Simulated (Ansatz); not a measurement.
Stepwise reaction of `N[SiH2][SiH](N)Cl` with hydrogen, as a gas-phase model of exchange steps in deposition or etching. ΔE in kJ/mol; ΔG adds harmonic PBE0-D4 terms to CCSD(T)/CBS, at 1 bar.

Gas-phase electronic energies from Ansatz, PBE0-D4/def2-TZVP geometries. CCSD(T)/CBS adds triple-zeta CCSD(T) − MP2 to the extrapolated MP2 energy (def2 sets, frozen cores). This one scheme is used for every species. Functionals use def2-TZVPP. B3LYP here is the variant with VWN-RPA as its local correlation; programs differ in this. Each species was taken in one conformer, which may not be the lowest.

```csv
step,reaction,PBE-D4,B3LYP-D4,ωB97M-V,CCSD(T)/CBS,ΔG(500 K)
1,`N[SiH2][SiH](N)Cl` + H₂ → `N[SiH]([SiH3])Cl` + NH₃,18.5,22.2,21.8,20.7,19.4
2,`N[SiH]([SiH3])Cl` + H₂ → `[SiH3][SiH2]Cl` + NH₃,40.3,42.3,42.3,40.8,40.0
```

(1) By hand: ΔE of the 2 steps together at CCSD(T)/CBS.

## Answers

(1) (20.7) + (40.8) = 61.5 kJ/mol, or 30.8 kJ/mol a step.

In ΔE each step is higher than the one before. All are uphill at CCSD(T)/CBS. ΔG lies between 19.4 and 40.0 kJ/mol a step. PBE-D4 differs from CCSD(T)/CBS by -2.2 to -0.5 kJ/mol a step. Isolated molecules leave out the surface, adducts and barriers. Largest T1 diagnostic: 0.011.
